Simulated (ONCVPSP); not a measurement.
## Which change was made? (V, ONCV)

| Property | Result |
| --- | --- |
| Element | vanadium (V) |
| Generator | ONCVPSP 4.0.1 |
| Type | optimised norm-conserving Vanderbilt (ONCV) |
| Functional | PBE |
| Relativity | scalar-relativistic |
| Frozen core | [Ne] |
| Valence charge | 13 |
| Reference configuration | 3s2 3p6 3d3 4s1.75 4p0.25 |
| Partial waves | 3s+4s: rc 1.85 bohr, ncon 5, nbas 9, qcut 5.4 1/bohr, 2 projectors; 3p+4p: rc 2.10 bohr, ncon 4, nbas 7, qcut 7 1/bohr, 2 projectors; 3d: rc 1.75 bohr, ncon 4, nbas 8, qcut 10.2 1/bohr, 2 projectors, debl 0.6 Ha |
| Local potential | polynomial inside 1.70 bohr (lpopt 5, dvloc0 3 Ha) |
| Core correction | Teter function, fcfact 3.25, rcfact 1.15 |

Cutoffs, loose and tight: the cutoffs (Ha) at which the residual kinetic energy of the hardest occupied pseudo-wave falls to 1 and 0.1 mHa per electron. They do not see the model core or the augmentation charge, which bear on the density cutoff. Test errors are all-electron minus pseudo excitation energies from the reference, over the configurations 3s2 3p6 3d3 4s2 4p0; 3s2 3p6 3d3 4s1 4p0; 3s2 3p6 3d3 4s0 4p0; 3s2 3p6 3d2 4s0 4p0; variants that change the core or the reference have their own tests. The largest error is taken over the tests solved by every variant that gives reliable tests at all, those not shown here included: 3s2 3p6 3d3 4s0 4p0; 3s2 3p6 3d3 4s1 4p0; 3s2 3p6 3d3 4s2 4p0.

The base gives: outcome: generated; cutoff, loose: 35 Ha; cutoff, tight: 40 Ha; bound ghosts: none; GHOST(+) flags above zero: none; largest test error (meV): -3.7.

Q: After one change the result is: outcome: generated; cutoff, loose: 16 Ha; cutoff, tight: 22 Ha; bound ghosts: p; GHOST(+) flags above zero: s, p; largest test error (meV): +98. Which change was it?
A. all radii but the core radius scaled by about 1.18 (s 2.18, p 2.48, d 2.06 bohr); local potential polynomial inside 2.02 bohr (lpopt 5, dvloc0 3 Ha)
B. d: qcut 7.3
C. core [Ar], valence charge 5; reference 3d3.5 4s1.5; waves now 4s: rc 2.70 bohr, ncon 5, nbas 9, qcut 2.4 1/bohr, 2 projectors, debl 0.5 Ha; p scattering state at 0.03 Ha: rc 2.05 bohr, ncon 3, nbas 6, qcut 3.2 1/bohr, 2 projectors, debl 0.4 Ha; 3d: rc 2.10 bohr, ncon 3, nbas 7, qcut 6.1 1/bohr, 2 projectors, debl 1.5 Ha; local potential polynomial inside 1.95 bohr (lpopt 5, dvloc0 0 Ha)

A: C. The others give: d: qcut 7.3 → outcome: generated; cutoff, loose: 25 Ha; cutoff, tight: 53 Ha; bound ghosts: none; GHOST(+) flags above zero: none; largest test error (meV): -3.0 | all radii but the core radius scaled by about 1.18 (s 2.18, p 2.48, d 2.06 bohr); local potential polynomial inside 2.02 bohr (lpopt 5, dvloc0 3 Ha) → outcome: generated; cutoff, loose: 30 Ha; cutoff, tight: 34 Ha; bound ghosts: none; GHOST(+) flags above zero: none; largest test error (meV): -12.
